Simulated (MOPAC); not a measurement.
Input for MOPAC: PM6 on H2SeTe (SMILES [SeH][TeH]), a point of a torsion scan.

```
PM6 1SCF PRECISE CHARGE=0 THREADS=1
H2SeTe

Se    -1.14645054 1     0.60071386 1     0.56544610 1
Te     1.11621667 1     0.67769010 1    -0.52439286 1
H     -1.63463052 1    -0.48178078 1    -0.24777412 1
H      1.76171596 1     1.19994419 1     0.88707631 1
```

It printed:

```
*******************************************************************************
 **                                                                           **
 **                              MOPAC v23.2.5                                **
 **                                                                           **
 *******************************************************************************
 ** MOPAC's Digital Object Identifier: https://doi.org/10.5281/zenodo.6511958 **
 **                                                                           **
 ** Please cite the open-source release paper for use of this MOPAC version:  **
 ** J. E. Moussa and J. J. P. Stewart (2026)                                  **
 ** MOPAC: An open-source semiempirical molecular orbital program             **
 ** J. Open Source Softw., 11(119), 8025, https://doi.org/10.21105/joss.08025 **
 *******************************************************************************

                              PM6 CALCULATION RESULTS

 *******************************************************************************
 *  PM6        - The PM6 Hamiltonian to be used
 *
 *
 *
 *                 CHARGE ON SYSTEM = 0
 *
 *
 *
 *  PRECISE    - TIGHTER CRITERIA TO BE USED
 *  1SCF       - DO 1 SCF AND THEN STOP
 *  THREADS=1  - MULTI-THREADING NOT USED
 *  T=         - A TIME OF 172800.0 SECONDS REQUESTED
 *  DUMP=N     - RESTART FILE WRITTEN EVERY 7200.0 SECONDS REQUESTED
 *******************************************************************************
PM6 1SCF PRECISE CHARGE=0 THREADS=1
 H2SeTe

   ATOM   CHEMICAL          X               Y               Z
  NUMBER   SYMBOL      (ANGSTROMS)     (ANGSTROMS)     (ANGSTROMS)

     1      Se         -1.14645054  *   0.60071386  *   0.56544610  *
     2      Te          1.11621667  *   0.67769010  *  -0.52439286  *
     3       H         -1.63463052  *  -0.48178078  *  -0.24777412  *
     4       H          1.76171596  *   1.19994419  *   0.88707631  *



          CARTESIAN COORDINATES

    NO.       ATOM           X           Y           Z

     1        Se         -1.1465      0.6007      0.5654
     2        Te          1.1162      0.6777     -0.5244
     3         H         -1.6346     -0.4818     -0.2478
     4         H          1.7617      1.1999      0.8871

 General Reference for PM6:
 "Optimization of Parameters for Semiempirical Methods V: Modification of NDDO Approximations
 and Application to 70 Elements", J. J. P. Stewart, J. Mol. Mod., 13, 1173-1213 (2007)
 URL: https://link.springer.com/article/10.1007/s00894-007-0233-4

           Empirical Formula: H2 Se Te  =     4 atoms



      MOLECULAR POINT GROUP   :   C1


      RHF CALCULATION, NO. OF DOUBLY OCCUPIED LEVELS = 7


 -------------------------------------------------------------------------------
 PM6 1SCF PRECISE CHARGE=0 THREADS=1
 H2SeTe



     1SCF WAS SPECIFIED, SO BFGS WAS NOT USED
     SCF FIELD WAS ACHIEVED


                              PM6 CALCULATION
                                                       MOPAC v23.2.5 Linux




          FINAL HEAT OF FORMATION =         63.54394 KCAL/MOL =     265.86783 KJ/MOL


          COSMO AREA              =        105.67 SQUARE ANGSTROMS
          COSMO VOLUME            =         94.29 CUBIC ANGSTROMS

          IONIZATION POTENTIAL    =          7.874455 EV
          HOMO LUMO ENERGIES (EV) =         -7.874 -1.518
          NO. OF FILLED LEVELS    =          7
          MOLECULAR WEIGHT        =        208.5758         POINT GROUP:  C1

          MOLECULAR DIMENSIONS (Angstroms)

            Atom       Atom       Distance
            H     4    H     3     3.95617
           Te     2   Se     1     1.88392
            H     3   Te     2     0.39812


          SCF CALCULATIONS        =          1





   ATOM   CHEMICAL          X               Y               Z
  NUMBER   SYMBOL      (ANGSTROMS)     (ANGSTROMS)     (ANGSTROMS)

     1      Se         -1.14645054  *   0.60071386  *   0.56544610  *
     2      Te          1.11621667  *   0.67769010  *  -0.52439286  *
     3       H         -1.63463052  *  -0.48178078  *  -0.24777412  *
     4       H          1.76171596  *   1.19994419  *   0.88707631  *

                             CARTESIAN COORDINATES

   1   Se       -1.146450540     0.600713860     0.565446100
   2   Te        1.116216670     0.677690100    -0.524392860
   3    H       -1.634630520    -0.481780780    -0.247774120
   4    H        1.761715960     1.199944190     0.887076310


           Empirical Formula: H2 Se Te  =     4 atoms



      MOLECULAR POINT GROUP   :   C1


                  EIGENVALUES
 -70.92622 -23.30113 -14.92141 -12.77683 -11.36443 -10.23649  -7.87445  -1.51791
   1.42073   2.42164


              NET ATOMIC CHARGES AND DIPOLE CONTRIBUTIONS

  ATOM NO.   TYPE          CHARGE      No. of ELECS.   s-Pop       p-Pop
    1         Se          -0.058607        6.0586     1.98973     4.06888
    2         Te          -0.181794        6.1818     1.93071     4.25108
    3          H           0.093361        0.9066     0.90664
    4          H           0.147040        0.8530     0.85296
 DIPOLE           X         Y         Z       TOTAL
 POINT-CHG.    -0.141    -0.129     0.814     0.836
 HYBRID        -0.208    -0.118     0.688     0.728
 SUM           -0.349    -0.248     1.502     1.562


          ATOMIC ORBITAL ELECTRON POPULATIONS

     Atom    s        px        py        pz
    1 Se   1.98973   1.18800   1.48503   1.39585
    2 Te   1.93071   0.98223   1.90675   1.36210
    3  H   0.90664
    4  H   0.85296

 **********************
 *                    *
 * JOB ENDED NORMALLY *
 *                    *
 **********************




 == MOPAC DONE ==
```

The run finished.

Cost: very roughly 0.020 core-seconds.
